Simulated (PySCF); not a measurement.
**Dipole response of Fe¹²⁺ (iron, charge +12)**

[Ne] 3s2 3p2, high-spin 3P determinant. All numbers are calculated (PySCF 2.14, the non-relativistic Hamiltonian (point nucleus), in an even-tempered Gaussian basis (17 s from 0.69 bohr⁻², ratio 2.5; 11 p from 0.9 bohr⁻², ratio 2.5; 5 d from 5 bohr⁻², ratio 2.7; 4 f from 7.5 bohr⁻², ratio 2.7)). Coupled (time-dependent) response in atomic units; α is the mean over directions.

| method | mean α (bohr³) | α xx, yy, zz | C₆ (like pair) | S(−4) |
| --- | --- | --- | --- | --- |
| UHF | 0.3209 | 0.3858, 0.2884, 0.2884 | 0.1494 | 0.1353 |
| PBE0 | 0.3075 | 0.3757, 0.2734, 0.2734 | 0.1414 | 0.1201 |

S(−4) is the Cauchy moment in α(ω) = α(0) + S(−4) ω² + …

α(iu) at PBE0:

| u (hartree) | α(iu) (bohr³) |
| --- | --- |
| 0 | 0.3075 |
| 0.200 | 0.3028 |
| 0.400 | 0.2898 |
| 0.800 | 0.2499 |
| 1.20 | 0.2076 |
| 1.60 | 0.1719 |
| 2.00 | 0.1438 |
| 3.00 | 0.09762 |
| 4.00 | 0.07149 |
| 6.00 | 0.04499 |
| 10.0 | 0.02536 |

For an ion, C₆ is the dispersion term alone; charge-induced terms of lower order in 1/R come first.

The components differ because the open shell of this determinant is not spherical; for a pure term their mean is the scalar polarisability.
